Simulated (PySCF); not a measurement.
PySCF job for C3H3BO2, SMILES OB(C#C)C=O, PBE/pcSseg-1. Geometry: PBE0-D3(BJ)/def2-SVP. This is a generated structure with no PubChem entry under its InChIKey; it may be hypothetical. Other conformers were not sampled.

```python
import numpy as np
from pyscf import gto, scf, dft
from pyscf.prop.nmr import rks as nmr

mol = gto.M(
    atom='''
    C     0.89386983    2.29237865    0.00000000
    C     0.25715294    1.25487281   -0.00000000
    B    -0.53935930   -0.05151383    0.00000000
    O    -1.88733244   -0.08553022    0.00000000
    C     0.18619840   -1.48561407   -0.00000000
    O     1.38598072   -1.62886977    0.00000000
    H     1.46793910    3.20234627   -0.00000001
    H    -2.29456350    0.78857071   -0.00000000
    H    -0.48909223   -2.38797233   -0.00000000
    ''',
    basis='pcSseg-1',
    charge=0,
    spin=0,
    max_memory=1600,
    verbose=3,
)
mf = dft.RKS(mol, xc='pbe')
mf.grids.level = 3
mf.conv_tol = 1e-10
mf.max_cycle = 100
mf.kernel()
n = nmr.NMR(mf)
n.verbose = 2
n.max_cycle_cphf = 60
sigma = n.kernel()
print('atom   isotropic/ppm   span/ppm')
for i, s in enumerate(sigma):
    w = np.linalg.eigvalsh((s + s.T) / 2)
    print(f'{mol.atom_symbol(i):2s}{i + 1:3d} {w.mean():14.3f} {w[2] - w[0]:11.3f}')
```

Program output:

```
converged SCF energy = -291.025813158329
atom   isotropic/ppm   span/ppm
C   1         75.516     215.973
C   2         90.242     291.911
B   3         76.557      61.639
O   4        122.500     392.510
C   5        -53.542     227.982
O   6       -631.119    2112.818
H   7         28.345      11.710
H   8         24.554       6.874
H   9         19.628       8.281
```

The calculation finished and met its thresholds.
